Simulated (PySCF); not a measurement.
# Telling isomers of C9H16 apart by NMR

PySCF 2.14 calculation with GFN2-xTB structure and NMR shieldings at PBE0/pcSseg-1/GIAO; no relativistic terms, isolated molecule, single conformer, rapidly exchanging positions averaged.

Chemical shifts δ = σref − σ; 1H (σref 31.72) and 13C (σref 186.93) vs TMS, all at this level. Where no couplings were computed, multiplicities follow the n + 1 count of equivalent neighbours, and m marks all less simple cases (inequivalent or close neighbours, rings, F or P nearby). Shifts are as computed. Against solution values, carbons near 30 ppm lie about +3 ppm off and those near 130 ppm about +5 ppm. Of 1211 compounds with measured shifts, 218 miss one by over three times the rms of a fit or turn the order of signals round; such compounds aren't used in these exercises.

(1) Tabulate the signals of `C=C(C)/C=C\C(C)(C)C`, `C=C[C@@H]1CCCC[C@H]1C` and their relative energies.

(2) What is the quickest way to tell C=C(C)/C=C\C(C)(C)C from C=C[C@@H]1CCCC[C@H]1C?

## Answers

(1) 
| SMILES | carbon types | δC | δH | E rel. (kcal/mol) |
| --- | --- | --- | --- | --- |
| C=C(C)/C=C\C(C)(C)C | 2×C 2×CH 1×CH2 4×CH3 | 155.3, 148.7, 137.5, 121.6, 36.9, 32.3, 27.8 | 6.14 (d, 1H), 5.67 (d, 1H), 5.32 (m, 1H), 5.18 (m, 1H), 1.96 (s, 3H), 1.20 (s, 9H) | 23.1 |
| C=C[C@@H]1CCCC[C@H]1C | 3×CH 5×CH2 1×CH3 | 154.5, 120.4, 56.1, 40.1, 38.4, 37.9, 30.9, 30.2, 23.9 | 5.88 (m, 1H), 5.36 (m, 1H), 5.24 (m, 1H), 1.81 (m, 1H), 1.79 (m, 1H), 1.75 (m, 1H), 1.73 (m, 1H), 1.33 (m, 1H), 1.27 (m, 1H), 1.26 (m, 1H), 1.13 (m, 1H), 0.94 (m, 3H), 0.90 (m, 1H), 0.90 (m, 1H) | 0.0 |

Energies are electronic energies at PBE0/pcSseg-1 on these geometries, without zero-point or thermal terms, each for the one conformer computed, which needn't be the lowest.

(2) Count the carbon signals: 7 against 9. The first has a fully substituted alkene carbon (C) at 155.3 ppm, the second an allylic sp3 CH at 56.1 ppm. Their most deshielded carbons lie at 155.3 and 154.5 ppm.
